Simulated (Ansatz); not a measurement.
Compare A (`OC(F)([SiH3])[SiH3]`) with its isomer B (`C[SiH](F)[SiH2]O`).

Gas-phase electronic energies from Ansatz, PBE0-D4/def2-TZVP geometries. CBS: MP2 limit from def2 TZ/QZ plus the TZ coupled-cluster correction, frozen cores. DFT in def2-TZVPP. B3LYP here is the variant with VWN-RPA as its local correlation; programs differ in this. Each species was taken in one conformer, which may not be the lowest.

Question: Which is lower in electronic energy at CCSD(T)/CBS, and by how much? (Estimate.)

Answer: Ansatz gave: B, by 405.3 kJ/mol.

Question: Give E(B) − E(A) in kJ/mol with HF/def2-TZVPP, LDA (SPW92), B3LYP-D4, B3LYP, CCSD/def2-TZVPP, r2SCAN-D4, ωB97M-V. (Best estimate.)

Answer: The calculation gave: HF/def2-TZVPP -412.9, LDA (SPW92) -368.2, B3LYP-D4 -390.6, B3LYP -394.5, CCSD/def2-TZVPP -402.7, r2SCAN-D4 -396.3, ωB97M-V -388.6. None reverses the order clearly.

Question: Does the order hold for the free energy at 298.15 K (harmonic terms from PBE0-D4)? (Best estimate.)

Answer: Computed: Yes: G(B) − G(A) = -391.7 kJ/mol, for one conformer each. Modes under 60 cm⁻¹, often nearly free rotors, make the harmonic entropy too high.

Largest T1 diagnostic: 0.013.

Leaving LDA and LC-ωPBE aside and taking each functional with its dispersion term where it has one, the values, not all of them listed here, spread over 36.5 kJ/mol, from B97M-V to revPBE-D4. LDA lies +11.0 kJ/mol from PBE without D4. The D4 term adds +3.9 kJ/mol with B3LYP and +1.8 kJ/mol with PBE0; it sums over pairs of atoms, weighted by their polarisabilities, and B3LYP, whose exchange is more repulsive, gets the larger term.
